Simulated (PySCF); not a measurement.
# Tantalum: a sound run and one with changed settings

Sound run: Ta⁺ [Xe] 4f14 5d3 6s1, Ta²⁺ [Xe] 4f14 5d3. Computed with PySCF 2.14 in cc-pVDZ-PP with ECP60MDF (4s4p3d1f, 38 functions), with a scalar-relativistic core potential. In the sound run the correlated levels freeze 5s2 5p6 outside the core potential. The sound run starts from symmetry-adapted Hartree-Fock orbitals and uses a fine grid where one is needed.

Changed run: initial guess minao, at most 50 SCF cycles.

```json
{"species": "Ta⁺", "method": "UHF", "sound run (hartree)": "-56.52814", "changed run (hartree)": "-56.52814", "converged": "yes"}
{"species": "Ta⁺", "method": "PBE", "sound run (hartree)": "-57.04372", "changed run (hartree)": "-57.04372", "converged": "yes"}
{"species": "Ta²⁺", "method": "UHF", "sound run (hartree)": "-56.00763", "changed run (hartree)": "-56.00763", "converged": "yes"}
{"species": "Ta²⁺", "method": "PBE", "sound run (hartree)": "-56.47704", "changed run (hartree)": "-56.47704", "converged": "yes"}
```

Here the plain start reaches the same solutions.
